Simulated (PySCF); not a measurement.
Input for PySCF: R-M06-2X/def2-TZVPP on CH4OSn (SMILES C[O][SnH]), a point of a torsion scan. Elements past Kr take the def2 small-core potentials; no spin–orbit coupling.

```python
from pyscf import gto, dft

mol = gto.M(
    atom='''
    C    -0.91094565   -0.22331980    0.16094945
    O    -0.18378822    0.70895346   -0.59641680
    Sn    0.74748810    1.12619570   -2.30991556
    H    -0.76896622   -1.23870722   -0.21200462
    H    -1.97443951    0.02263598    0.12496392
    H    -0.57239746   -0.17404725    1.19885884
    H     0.63949784   -0.53128911   -3.25379768
    ''',
    basis='def2-tzvpp',
    ecp={'Sn': 'def2-tzvpp'},
    charge=0, spin=0, verbose=4, max_memory=1800)
mf = dft.RKS(mol, xc='m062x').density_fit(auxbasis='def2-universal-jkfit')
mf.grids.level = 4
mf.conv_tol = 1e-9
mf.max_cycle = 150
mf.kernel()
mf.dip_moment()
```

Output:

```
PySCF version 2.14.0

[INPUT] verbose = 4
[INPUT] num. atoms = 7
[INPUT] num. electrons = 40
[INPUT] charge = 0
[INPUT] spin (= nelec alpha-beta = 2S) = 0
[INPUT] symmetry False subgroup None
[INPUT] Mole.unit = angstrom
[INPUT] Symbol           X                Y                Z      unit          X                Y                Z       unit  Magmom
[INPUT]  1 C     -0.910945650000  -0.223319800000   0.160949450000 AA   -1.721437792864  -0.422013260193   0.304150380399 Bohr   0.0
[INPUT]  2 O     -0.183788220000   0.708953460000  -0.596416800000 AA   -0.347309400721   1.339727874463  -1.127064408089 Bohr   0.0
[INPUT]  3 Sn     0.747488100000   1.126195700000  -2.309915560000 AA    1.412547790372   2.128201435663  -4.365107779271 Bohr   0.0
[INPUT]  4 H     -0.768966220000  -1.238707220000  -0.212004620000 AA   -1.453135554842  -2.340817394321  -0.400630668942 Bohr   0.0
[INPUT]  5 H     -1.974439510000   0.022635980000   0.124963920000 AA   -3.731149923420   0.042775802761   0.236147584252 Bohr   0.0
[INPUT]  6 H     -0.572397460000  -0.174047250000   1.198858840000 AA   -1.081674433797  -0.328901635234   2.265514869614 Bohr   0.0
[INPUT]  7 H      0.639497840000  -0.531289110000  -3.253797680000 AA    1.208475774851  -1.003990910864  -6.148786479945 Bohr   0.0

nuclear repulsion = 119.996769183286
number of shells = 62
number of NR pGTOs = 247
number of NR cGTOs = 168
basis = def2-tzvpp
ecp = {'Sn': 'def2-tzvpp'}


******** <class 'pyscf.df.df_jk.DFRKS'> ********
method = DFRKS
initial guess = minao
damping factor = 0
level_shift factor = 0
DIIS = <class 'pyscf.scf.diis.CDIIS'>
diis_start_cycle = 1
diis_space = 8
diis_damp = 0
SCF conv_tol = 1e-09
SCF conv_tol_grad = None
SCF max_cycles = 150
direct_scf = False
XC library pyscf.dft.libxc version 7.1.2
    S. Lehtola, C. Steigemann, M. J. T. Oliveira, and M. A. L. Marques,  SoftwareX 7, 1–5 (2018)
XC functionals = m062x
    Y. Zhao and D. G. Truhlar,  Theor. Chem. Acc. 120, 215 (2008)
    Y. Zhao and D. G. Truhlar,  Theor. Chem. Acc. 120, 215 (2008)
radial grids:
    Treutler-Ahlrichs [JCP 102, 346 (1995); DOI:10.1063/1.469408] (M4) radial grids

becke partition: Becke, JCP 88, 2547 (1988); DOI:10.1063/1.454033
pruning grids: <function nwchem_prune>
grids dens level: 4
symmetrized grids: False
atomic radii adjust function: <function treutler_atomic_radii_adjust>
small_rho_cutoff = 0
Set gradient conv threshold to 3.16228e-05
Initial guess from minao.
tot grids = 151832
******** <class 'pyscf.df.df.DF'> ********
auxbasis = def2-universal-jkfit
init E= -292.998189410915
  HOMO = -0.595150502944014  LUMO = -0.553178859632592  gap/eV = 1.14211
cycle= 1 E= -328.618289024684  delta_E= -35.6  |g|=  2.5  |ddm|= 30.9
  HOMO = -0.0371824297719137  LUMO = -0.0173892023747939  gap/eV = 0.53860
cycle= 2 E= -327.348932670957  delta_E= 1.27  |g|= 3.02  |ddm|= 33.1
  HOMO = -0.286232686846898  LUMO = -0.120557621220648  gap/eV = 4.50825
cycle= 3 E= -329.88190003747  delta_E= -2.53  |g|= 0.431  |ddm|= 32.5
  HOMO = -0.259541759391798  LUMO = -0.0547004640045792  gap/eV = 5.57402
cycle= 4 E= -329.937451589449  delta_E= -0.0556  |g|= 0.21  |ddm|= 0.649
  HOMO = -0.269470095760248  LUMO = -0.0520760275798899  gap/eV = 5.91559
cycle= 5 E= -329.946846257887  delta_E= -0.00939  |g|= 0.0504  |ddm|= 0.188
  HOMO = -0.278592164441445  LUMO = -0.0603564719858376  gap/eV = 5.93850
cycle= 6 E= -329.947355436389  delta_E= -0.000509  |g|= 0.0304  |ddm|= 0.0515
  HOMO = -0.281158803076593  LUMO = -0.0625178623080593  gap/eV = 5.94952
cycle= 7 E= -329.947537062932  delta_E= -0.000182  |g|= 0.00987  |ddm|= 0.0255
  HOMO = -0.280900082682294  LUMO = -0.0624910092611799  gap/eV = 5.94321
cycle= 8 E= -329.947565939832  delta_E= -2.89e-05  |g|= 0.00222  |ddm|= 0.0108
  HOMO = -0.2806321362613  LUMO = -0.0623798739839181  gap/eV = 5.93895
cycle= 9 E= -329.947568311905  delta_E= -2.37e-06  |g|= 0.000711  |ddm|= 0.00373
  HOMO = -0.280658111513965  LUMO = -0.0624512958091152  gap/eV = 5.93771
cycle= 10 E= -329.947568627315  delta_E= -3.15e-07  |g|= 0.000169  |ddm|= 0.00144
  HOMO = -0.280674701612782  LUMO = -0.0624694483412895  gap/eV = 5.93767
cycle= 11 E= -329.94756864308  delta_E= -1.58e-08  |g|= 3.28e-05  |ddm|= 0.000359
  HOMO = -0.280676020290571  LUMO = -0.0624704433844308  gap/eV = 5.93768
cycle= 12 E= -329.947568643624  delta_E= -5.44e-10  |g|= 9.48e-06  |ddm|= 6.23e-05
  HOMO = -0.280676132467715  LUMO = -0.0624707539175446  gap/eV = 5.93767
Extra cycle  E= -329.947568643655  delta_E= -3.09e-11  |g|= 9.85e-06  |ddm|= 2.24e-05
converged SCF energy = -329.947568643655
Dipole moment(X, Y, Z, Debye):  0.23898,  0.27071, -0.52027
```

Self-consistency was reached.

Cost: around 26 core-seconds (rough).
